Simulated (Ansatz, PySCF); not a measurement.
CH5NbO3, SMILES [CH3][Nb](=[O])([OH])[OH], multiplicity 1.

Geometry: B3LYP-D3(BJ)/def2-SVP. The spin state was assumed, not searched. The structure was generated by enumeration; whether it is a known compound was not checked. The def2 effective core potentials stand for the cores of Nb; spin–orbit coupling is left out. One conformer was computed; it need not be the lowest.

Vertical ionisation energy (IE) and electron affinity (EA) in eV. Rows of orbital energies are one-electron estimates. Where ΔSCF, EOM or ADC give a negative EA the extra electron is unbound and the value depends on the basis.

| level | IE | EA |
|---|---|---|
| −ε(HOMO), −ε(LUMO), CAM-B3LYP/def2-TZVP (PySCF) | 9.55 | 0.17 |
| −ε(HOMO), −ε(LUMO), PBE/def2-TZVP (PySCF) | 6.73 | 2.15 |
| ΔSCF, CAM-B3LYP/def2-SVPD (Ansatz), final states of multiplicity 2 and 2 | [?] | [?] |
| ΔSCF, PBE/def2-SVPD (Ansatz), final states of multiplicity 2 and 2 | 9.94 | -0.46 |

Task: What belongs in the gaps? (Estimate from the structure and the level; the computed values follow.)

Result: 
- ΔSCF, CAM-B3LYP/def2-SVPD (Ansatz, a first-principles code), final states of multiplicity 2 and 2, IE: 10.43
- ΔSCF, CAM-B3LYP/def2-SVPD (Ansatz), final states of multiplicity 2 and 2, EA: -0.31

Task: What vertical singlet–triplet gap does ΔSCF give with CAM-B3LYP/def2-SVPD (Ansatz) and with PBE/def2-SVPD (Ansatz)? (Estimate from the structure and the level; the computed values follow.)

Result: 4.69 and 4.72 eV (triplet above singlet where positive).
